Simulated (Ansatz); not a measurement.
# Relaxing a trial structure of C2H6AlCl

The starting geometry of this gas-phase singlet was optimised with GFN2-xTB; its bonds are those of `[CH3][Al]([CH3])[Cl]`.

```xyz
10

C    -1.4590    1.8750   -1.1916
C     1.7685    0.6732   -0.4378
Al   -0.2089    0.4569   -0.5585
Cl   -0.9914   -1.3391    0.0054
H    -1.2496    2.1844   -2.2194
H    -1.3960    2.7840   -0.5870
H    -2.5013    1.5403   -1.1626
H     2.1114    1.6559   -0.7675
H     2.1287    0.5332    0.5869
H     2.2946   -0.0724   -1.0433
```

Problem. Predict what it relaxes into with B3LYP-D3(BJ)/6-311G**.

Solution. It keeps its bonds, and is `[CH3][Al]([CH3])[Cl]`.

The energy falls by 0.10 eV over 6 steps:

| step | E − E(last) (eV) |
| --- | --- |
| 1 | 0.100 |
| 2 | 0.005 |
| 3 | 0.000 |
| 4 | 0.000 |
| 5 | 0.000 |
| 6 | 0.000 |

Final geometry (Å):

```xyz
10

C    -1.4450    1.8681   -1.1875
C     1.7498    0.6883   -0.4451
Al   -0.1869    0.5108   -0.5756
Cl   -0.9924   -1.3724    0.0174
H    -1.2227    2.1695   -2.2174
H    -1.3692    2.7748   -0.5768
H    -2.4806    1.5232   -1.1533
H     2.1058    1.6694   -0.7713
H     2.0858    0.5327    0.5855
H     2.2524   -0.0728   -1.0512
```

Frequencies at the end show an imaginary mode, so it is a saddle point. Run with Ansatz 0.2.0, 12 s on 2 threads of Arm Neoverse V1, on a shared host.
